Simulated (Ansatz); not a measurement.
**Pulling the pair apart**

The pair of Cl⁻ (SMILES [Cl-], atom 1) and N2 (SMILES N#N, atoms 2–3), both closed shells, in one local arrangement (a lower one may exist), relaxed at PBE0-D4/def2-TZVPD:

Cl1  (0.037, 0.025, -2.386)
N2  (-0.469, -0.318, 1.170)
N3  (0.432, 0.293, 1.216)
(Å)

N2 is shifted rigidly along the line between the mean atom positions of the two fragments (negative: closer). Counterpoise interaction energies in kcal/mol. Program: Ansatz 0.2.0. Basis: def2-TZVPPD. Cores are frozen in the correlated methods.

```
shift (Å)    MP2  PBE0-D4  PBE-D4
    -0.36  -1.38    -1.65   -2.01
    -0.18  -1.89    -2.12   -2.43
     0.00  -2.02    -2.24   -2.51
     0.18  -1.97    -2.17   -2.40
     0.43  -1.77    -1.94   -2.13
     0.90  -1.31    -1.43   -1.58
     1.80  -0.71    -0.77   -0.85
     3.61  -0.25    -0.29   -0.33
```

Problem. What does CCSD(T) give at these shifts? (Judge from chemistry; the value comes from the calculation.)

Solution. The calculation gives: -1.07, -1.66, -1.86, -1.85, -1.68, -1.26, -0.68, -0.25 kcal/mol. For zero shift, CCSD(T) at an estimated basis limit (MP2 extrapolated from triple and quadruple zeta, plus CCSD(T) − MP2 in triple zeta) gives -2.07 kcal/mol. These are counterpoise interaction energies, counted from the two frozen fragments.

No T1 diagnostic of these runs exceeds 0.011.

For scale, one of the runs: CCSD(T)/def2-TZVPPD, 125 basis functions, launched by `ansatz run in.yaml --threads 2 --pin off --events-out ev --progress --plain --max-ram 5222MiB`. Hardware: 2 CPU threads of an Intel Xeon 6975P-C, shared host. Wall time about 3.1 s.
